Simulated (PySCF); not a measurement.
Q: Give a PBE0-D3(BJ)/def2-SVP geometry of `CC#CC[SiH3]`.

A: 
```
atom  x, y, z in Å
C1     2.760    0.696   -0.231
C2     1.482    0.101    0.128
C3     0.422   -0.404    0.435
C4    -0.875   -0.959    0.777
Si5   -2.278    0.227    0.297
H6     3.210    1.217    0.629
H7     2.646    1.431   -1.043
H8     3.477   -0.068   -0.570
H9    -1.040   -1.922    0.263
H10   -0.944   -1.166    1.860
H11   -3.595   -0.369    0.682
H12   -2.104    1.528    1.008
H13   -2.261    0.462   -1.177
```

Orientation and origin are arbitrary. Atoms count from 1 in this order. The 5 heavy atoms lie in one plane (0.001 Å rms). Si5 (SiH3 silicon) is tetrahedral (angles from 109.1° to 109.8°). The C–C distances run from 1.213 Å (C2≡C3, drawn triple) to 1.454 Å (C1–C2, drawn single), a spread of 0.241 Å.

Bonds between heavy atoms (Å): C1–C2 1.454, C2≡C3 1.213, C3–C4 1.452, C4–Si5 1.899.

The calculation used PySCF 2.14.0, PBE0-D3(BJ)/def2-SVP geometry optimisation, gas phase.

Stationary, but not proved a minimum.

Time: 22 s of wall time; peak memory 0.46 GiB. Hardware: an Arm Neoverse V2 with one thread (shared host). That covers the optimisation of the geometry.
